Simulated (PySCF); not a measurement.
C2H5O2, SMILES [OH+]=C(O)C, charge +1. Atoms are numbered in the order given.

```xyz
9

C     -1.4104     0.1420     0.0839
C      0.0547    -0.0208    -0.0103
O      0.5565    -0.4071    -1.1173
O      0.8769     0.2304     0.9441
H     -1.6504     1.1885    -0.1855
H     -1.9094    -0.5152    -0.6408
H     -1.7730    -0.0478     1.1043
H      1.5372    -0.4607    -1.1134
H      0.4627     0.5219     1.7796
```
Charge +1, spin multiplicity 1.

The structure is a stationary point at B3LYP-D3(BJ)/def2-SVP. The isomer is the one that the SMILES or the coordinates give; other isomers of the formula were not compared. The values are those of a single conformer.

The numbers are results of PBE/def2-TZVPD in PySCF, not measurements.

Mulliken values depend strongly on the basis, most of all with diffuse functions as here. Atomic charges (e):

```csv
atom,Mulliken,IAO
C1,-0.72,-0.49
C2,0.59,0.58
O3,-0.20,…
O4,-0.25,…
H5,0.27,…
H6,0.25,…
H7,0.34,…
H8,0.37,…
H9,0.35,…
```

### Question
What belongs in the gaps? (The exact figures need the calculation; the answer reports its results.)

### Answer

- O3, IAO: -0.31
- O4, IAO: -0.33
- H5, IAO: 0.24
- H6, IAO: 0.23
- H7, IAO: 0.21
- H8, IAO: 0.43
- H9, IAO: 0.43
